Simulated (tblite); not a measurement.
Compound: C6H11N3O.
SMILES with atom numbers: `[CH3:1][CH2:2][n:3]1[n:4][c:5]([CH3:6])[c:7]([O:8][CH3:9])[n:10]1` (hydrogens: H11, H12, H13 on C1; H14, H15 on C2; H16, H17, H18 on C6; H19, H20, H21 on C9)

Computed with GFN2-xTB (tblite), gas phase: L-BFGS steps from a force-field or distance-geometry start until the largest atomic force falls under 0.01 eV/Å.

Step 0: E = -851.3004 eV
```
atom  x, y, z in Å  |  force x, y, z in eV/Å
C1      3.0371   -0.5496    0.7043   -0.325   0.249   0.511
C2      2.1729   -0.7194   -0.5487    0.100  -0.281   0.187
N3      0.8676   -0.1500   -0.3784    0.184   0.423  -0.341
N4      0.6177    1.1468   -0.7264   -1.469  -3.018   1.487
C5     -0.6833    1.2574   -0.4005    0.919   0.952  -0.658
C6     -1.4259    2.5201   -0.6118   -0.008   0.584   0.430
C7     -1.1461    0.0325    0.0923   -0.395  -1.065   0.566
O8     -2.3912   -0.2545    0.5192   -0.136  -0.285   0.069
C9     -2.5577   -1.5984    0.9767   -0.482   0.413   0.197
N10    -0.1678   -0.8737    0.1206    1.165   2.378  -1.071
H11     4.0141   -0.9936    0.5551    0.046  -0.009  -0.042
H12     2.5598   -1.0301    1.5744    0.157   0.113  -0.423
H13     3.1577    0.5151    0.9536   -0.018  -0.355  -0.209
H14     2.0537   -1.7871   -0.7753   -0.052   0.138   0.083
H15     2.6468   -0.2353   -1.4009    0.007   0.141  -0.046
H16    -2.0458    2.4585   -1.4951   -0.155  -0.030  -0.223
H17    -0.7381    3.3729   -0.7222   -0.142  -0.461  -0.026
H18    -2.0732    2.7238    0.2458    0.014  -0.097  -0.110
H19    -2.3729   -2.3161    0.1814    0.292  -0.015  -0.051
H20    -3.5999   -1.7116    1.2937    0.063   0.270  -0.137
H21    -1.9342   -1.7908    1.8521    0.235  -0.046  -0.192
```

Step 1: E = -851.5133 eV
```
atom  x, y, z in Å  |  force x, y, z in eV/Å
C1      3.0324   -0.5460    0.7116    0.006  -0.029   0.022
C2      2.1743   -0.7234   -0.5460    0.121   0.091   0.074
N3      0.8702   -0.1440   -0.3833    0.362  -0.235  -0.138
N4      0.5967    1.1037   -0.7052    0.313  -0.441   0.148
C5     -0.6702    1.2710   -0.4099   -0.794  -0.386   0.304
C6     -1.4260    2.5284   -0.6057    0.000   0.200  -0.085
C7     -1.1518    0.0173    0.1004    0.049   0.590  -0.100
O8     -2.3932   -0.2586    0.5202   -0.175  -0.268   0.100
C9     -2.5646   -1.5925    0.9795   -0.135   0.039   0.036
N10    -0.1511   -0.8397    0.1053    0.352   0.214  -0.179
H11     4.0147   -0.9938    0.5545   -0.130   0.076   0.015
H12     2.5621   -1.0285    1.5684    0.000  -0.014  -0.119
H13     3.1575    0.5101    0.9506   -0.011  -0.075  -0.118
H14     2.0530   -1.7852   -0.7741   -0.081   0.020   0.077
H15     2.6469   -0.2333   -1.4016   -0.010   0.056   0.065
H16    -2.0480    2.4581   -1.4983   -0.009   0.009   0.008
H17    -0.7402    3.3663   -0.7226    0.017  -0.105  -0.040
H18    -2.0730    2.7224    0.2442   -0.070  -0.068   0.072
H19    -2.3687   -2.3163    0.1807    0.201   0.118   0.106
H20    -3.5990   -1.7077    1.2918   -0.161   0.226  -0.050
H21    -1.9308   -1.7915    1.8493    0.155  -0.018  -0.200
```

Problem. Estimate the geometry and energy of step 2. (The exact step hangs on the optimiser's Hessian estimate; all steps are aligned on step 1, rigid shifts and turns removed.)

Solution. E = -851.5360 eV, largest force 0.263 eV/Å
```
atom  x, y, z in Å  |  force x, y, z in eV/Å
C1      3.0321   -0.5461    0.7126    0.018  -0.020  -0.039
C2      2.1762   -0.7224   -0.5447    0.185  -0.026   0.008
N3      0.8758   -0.1469   -0.3857    0.036  -0.138  -0.036
N4      0.5994    1.0933   -0.7010   -0.050   0.091   0.052
C5     -0.6807    1.2666   -0.4063   -0.094  -0.194   0.085
C6     -1.4260    2.5321   -0.6064   -0.085  -0.015  -0.028
C7     -1.1516    0.0246    0.0996   -0.074   0.160   0.038
O8     -2.3959   -0.2629    0.5218    0.000  -0.061   0.001
C9     -2.5672   -1.5914    0.9803   -0.025  -0.052   0.023
N10    -0.1444   -0.8334    0.1013    0.100  -0.074  -0.021
H11     4.0129   -0.9927    0.5546   -0.076   0.049   0.012
H12     2.5623   -1.0285    1.5661   -0.037  -0.046  -0.044
H13     3.1573    0.5085    0.9486   -0.006  -0.010  -0.086
H14     2.0517   -1.7847   -0.7728   -0.055   0.031   0.077
H15     2.6467   -0.2323   -1.4007    0.018   0.057   0.053
H16    -2.0484    2.4582   -1.4985   -0.010   0.030   0.007
H17    -0.7401    3.3641   -0.7232    0.097  -0.019  -0.044
H18    -2.0740    2.7213    0.2452   -0.055  -0.034   0.039
H19    -2.3654   -2.3146    0.1822    0.162   0.095   0.097
H20    -3.6013   -1.7041    1.2908   -0.174   0.195  -0.032
H21    -1.9283   -1.7918    1.8462    0.123  -0.022  -0.163
```

The energy changes by -0.0227 eV. The first-order estimate −F·Δx gives -0.0375 eV and the mean of the old and new forces, exact on a quadratic surface, -0.0226 eV. The step makes an angle of 16° with the force vector and moves no atom by more than 0.012 Å.

The cost below is that of the whole relaxation. Time: 0.27 s of wall time. Hardware: one thread, Arm Neoverse V1 (aarch64) (shared host).
